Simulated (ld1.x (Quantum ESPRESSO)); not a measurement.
## LDA (PZ) PAW dataset for Cu (Z = 29), fully relativistic all-electron reference.

```json
{"Element": "Cu (Z = 29)", "Generator": "ld1.x (Quantum ESPRESSO) 7.5", "Type": "PAW", "Functional": "LDA (PZ)", "Relativity": "fully relativistic", "Frozen core": "[Ne]", "Valence charge": "19", "Reference configuration": "3s2 3p6 3d10 4s0.75 4p0 (charge +0.25)", "Partial waves": "3s (bound): rcut 1.35, rcutus 1.55 bohr; 4s (bound): rcut 1.35, rcutus 1.55 bohr; 3p (bound): rcut 1.05, rcutus 1.12 bohr; 4p (bound, empty): rcut 1.05, rcutus 1.12 bohr; 3d (bound): rcut 0.70, rcutus 0.80 bohr; 3d channel at 0.75 Ry: rcut 0.70, rcutus 0.80 bohr", "Local potential": "all-electron potential smoothed inside 1.05 bohr (lloc = -1)", "Core correction": "Bessel-smoothed model core inside 0.40 bohr", "Augmentation charge": "BESSEL, radius 0.65 bohr"}
```

Open shells are filled in proportion to 2j + 1 (rel_dist='average').

All-electron outer shells of the reference configuration (LDA (PZ), scalar-relativistic, ld1.x):

```csv
shell,level (eV),outermost node (bohr),outermost maximum (bohr)
2s,-1062.36,0.07,0.20
2p,-918.40,–,0.16
3s,-116.16,0.29,0.61
3p,-74.05,0.26,0.62
3d,-7.34,–,0.60
4s,-6.59,0.89,2.21
4p,-2.11,0.97,3.18
```

Results:

* Largest excitation error: +25 meV (all-electron minus pseudo) for 3s2 3p6 3d9 4s2 4p0, out of 7 test configurations

The ghost test of this file was not conclusive.

Generation and tests took about 6.2 s on one core of a shared server CPU.
